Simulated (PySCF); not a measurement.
Zn(Cl)(OSiH3) (ClH₃OSiZn), SMILES [SiH3][O][Zn][Cl]. Atoms are numbered in the order given.

```xyz
7

Zn     0.1301    -0.4775     0.0000
Cl    -0.2010    -2.5527     0.0000
O      0.5077     1.2470     0.0000
Si    -0.2265     2.7237     0.0000
H     -1.0944     2.9091     1.2065
H      0.8113     3.7946     0.0000
H     -1.0944     2.9091    -1.2065
```
Charge 0, spin multiplicity 1.

Geometry optimised at B3LYP-D3(BJ)/def2-SVP. The structure was generated by enumeration; whether it is a known compound was not checked. One conformer was computed; it need not be the lowest.

These are PBE/def2-TZVP (PySCF) values and carry that method's errors.

Symmetry labels are those of the subgroup Cs that the program uses (full group Cs).

Computed valence orbital energies around the gap with their symmetry:
```json
[
 {"orbital": "HOMO−7", "symmetry": "A'", "energy (eV)": "-10.08"},
 {"orbital": "HOMO−6", "symmetry": "A'", "energy (eV)": "-9.47"},
 {"orbital": "HOMO−5", "symmetry": "A'", "energy (eV)": "-9.07"},
 {"orbital": "HOMO−4", "symmetry": "A\"", "energy (eV)": "-9.01"},
 {"orbital": "HOMO−3", "symmetry": "A\"", "energy (eV)": "-7.91"},
 {"orbital": "HOMO−2", "symmetry": "A'", "energy (eV)": "-7.90"},
 {"orbital": "HOMO−1", "symmetry": "A'", "energy (eV)": "-7.30"},
 {"orbital": "HOMO", "symmetry": "A\"", "energy (eV)": "-7.11"},
 {"orbital": "LUMO", "symmetry": "A'", "energy (eV)": "-2.62"},
 {"orbital": "LUMO+1", "symmetry": "A'", "energy (eV)": "-0.99"},
 {"orbital": "LUMO+2", "symmetry": "A\"", "energy (eV)": "-0.93"},
 {"orbital": "LUMO+3", "symmetry": "A'", "energy (eV)": "-0.03"}
]
```
